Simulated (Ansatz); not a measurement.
Gas-phase electronic energies from Ansatz, PBE0-D4/def2-TZVP geometries. CBS: MP2 limit from def2 TZ/QZ plus the TZ coupled-cluster correction, frozen cores. DFT in def2-TZVPP. B3LYP here is the variant with VWN-RPA as its local correlation; programs differ in this. For Ga outer-core shells are correlated without core-valence functions, which leaves a few kJ/mol of doubt a bond. Scalar relativity is left out up to krypton. One conformer a species, not always the lowest.

Consider the formal exchange of groups at the Si–Ga bond: `[F][Ga]([SiH3])[Cl]` + `OC1[SiH2]S1` → `OC1([SiH3])[SiH2]S1` + `[F][GaH][Cl]`.

| level | ΔE (kcal/mol) |
| --- | --- |
| B3LYP-D4 | 8.0 |
| B2PLYP | 8.1 |
| PBE0 | 9.9 |
| MP2/def2-QZVPP | 5.2 |

Question: What does CCSD(T)/CBS give? (Estimate.)

Answer: The calculation gave: +7.1 kcal/mol. The listed levels differ from it by 0.9, 1.0, 2.8, -1.9 kcal/mol.

Largest T1 diagnostic among the species: 0.014.

The D4 term adds −2.1 kcal/mol with B3LYP and −1.1 kcal/mol with PBE0; it sums over pairs of atoms, weighted by their polarisabilities, and B3LYP, whose exchange is more repulsive, gets the larger term. In def2-TZVPP, CCSD(T) changes the Hartree–Fock value by −2.0 kcal/mol (the triples alone add −0.7 kcal/mol) and MP2 by −3.8 kcal/mol.
